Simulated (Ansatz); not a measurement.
Consider the substitution at a C–Al bond: `[CH3][AlH][NH][SiH2]Cl` + `C[NH][Zr]([NH]C)([NH]C)[NH]C` → `C[NH][Zr]([NH]C)([NH]C)[N](C)C` + `[AlH2][NH][SiH2]Cl`.

Program: Ansatz. Geometries: PBE0-D4/def2-TZVP. ΔE: electronic, gas phase. CCSD(T)/CBS is the MP2 limit (def2-TZVPP, def2-QZVPP) plus CCSD(T) − MP2 in def2-TZVPP, frozen cores. DFT in def2-TZVPP. B3LYP here is the variant with VWN-RPA as its local correlation; programs differ in this. Elements past krypton have def2 core potentials. For Zr outer-core shells are correlated without core-valence functions, which leaves a few kJ/mol of doubt a bond. Each species was taken in one conformer, which may not be the lowest.

(1) Is it downhill or uphill in electronic energy at CCSD(T)/CBS, and by how much? (Estimate.)

(2) What do these levels give: r2SCAN-D4, ωB97X-V, B2PLYP, PBE0, B3LYP, MP2/def2-TZVPP, SCS-MP2/def2-TZVPP, CCSD(T)/def2-TZVPP, HF/def2-QZVPP, MP2/def2-QZVPP, HF/CBS(def2), CCSD/CBS(def2)? (Best estimate.)

Largest T1 diagnostic among the species: 0.015.

## Answers

(1) Ansatz gave: Uphill: ΔE = +0.69 eV.

(2) Ansatz gave: r2SCAN-D4 0.72, ωB97X-V 0.67, B2PLYP 0.73, PBE0 0.75, B3LYP 0.77, MP2/def2-TZVPP 0.65, SCS-MP2/def2-TZVPP 0.64, CCSD(T)/def2-TZVPP 0.65, HF/def2-QZVPP 0.72, MP2/def2-QZVPP 0.68, HF/CBS(def2) 0.72, CCSD/CBS(def2) 0.71 eV.

The D4 term adds −0.09 eV with B3LYP and −0.05 eV with PBE0; it sums over pairs of atoms, weighted by their polarisabilities, and B3LYP, whose exchange is more repulsive, gets the larger term. In def2-TZVPP, CCSD(T) changes the Hartree–Fock value by −0.07 eV (the triples alone add −0.02 eV) and MP2 by −0.07 eV.
